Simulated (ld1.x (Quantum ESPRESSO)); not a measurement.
**nitrogen (N): variants of one ultrasoft potential**

Base potential:

N (Z = 7), ultrasoft, made with ld1.x (Quantum ESPRESSO) 7.5 (LDA (PZ), scalar-relativistic). Core [He], reference 2s1.5 2p3.5. Waves: 2s (bound): rcut 0.65, rcutus 0.70 bohr; 2s channel at -0.9 Ry: rcut 0.65, rcutus 0.70 bohr; 2p (bound): rcut 0.85, rcutus 1.10 bohr; 2p channel at 1.55 Ry: rcut 0.85, rcutus 1.10 bohr; 3d channel at 0.25 Ry: rc 0.85 bohr. Local part: the d channel. Core correction: Bessel-smoothed model core inside 0.45 bohr. Augmentation charge: built from norm-conserving waves at rcut, not smoothed further.

Cutoffs, loose and tight: the cutoffs (Ry, on a coarse ladder) from which the occupation-weighted sum of valence levels, in a spherical-Bessel basis at the reference potential, stays within 10 and 1 mRy of its value at 400 Ry. They do not see the model core or the augmentation charge, which bear on the density cutoff. Test errors are all-electron minus pseudo excitation energies from the reference, over the configurations 2s2 2p3; 2s2 2p2; 2s2 2p1; 2s2 2p0; 2s0 2p5; 2s1 2p4; 2s2 2p3.3 (two spin-polarised tests are not counted in the largest error). A dash means not determined; rows that change the core or the reference have their own tests. The largest error is taken over the tests solved by every variant that gives reliable tests at all: 2s0 2p5; 2s1 2p4; 2s2 2p0; 2s2 2p1; 2s2 2p2; 2s2 2p3; 2s2 2p3.3.

A true bound ghost makes a file unfit for plane-wave use even where its test errors are small: the radial tests pick states by their node count and pass the ghost by.

```tsv
change	outcome	cutoff, loose	cutoff, tight	bound ghosts	largest test error (meV)
base	generated	70 Ry	100 Ry	s	-19
core correction Bessel-smoothed model core inside 0.34 bohr	generated	70 Ry	100 Ry	s	-21
core correction Bessel-smoothed model core inside 0.42 bohr	generated	70 Ry	100 Ry	s	-20
core correction Bessel-smoothed model core inside 0.56 bohr	generated	70 Ry	100 Ry	s	+17
core correction Bessel-smoothed model core inside 0.62 bohr	generated	70 Ry	100 Ry	s	+18
```

Problem. What comes out with this change to the base: core correction Bessel-smoothed model core inside 0.76 bohr?

Solution. outcome: generated; cutoff, loose: 70 Ry; cutoff, tight: 100 Ry; bound ghosts: s; largest test error (meV): +83.

Problem. What comes out with this change to the base: core correction none?

Solution. outcome: generated; cutoff, loose: 70 Ry; cutoff, tight: 100 Ry; bound ghosts: s; largest test error (meV): +274.

Problem. What comes out with this change to the base: core correction Bessel-smoothed model core inside 0.82 bohr?

Solution. outcome: generated; cutoff, loose: 70 Ry; cutoff, tight: 100 Ry; bound ghosts: s; largest test error (meV): +121.
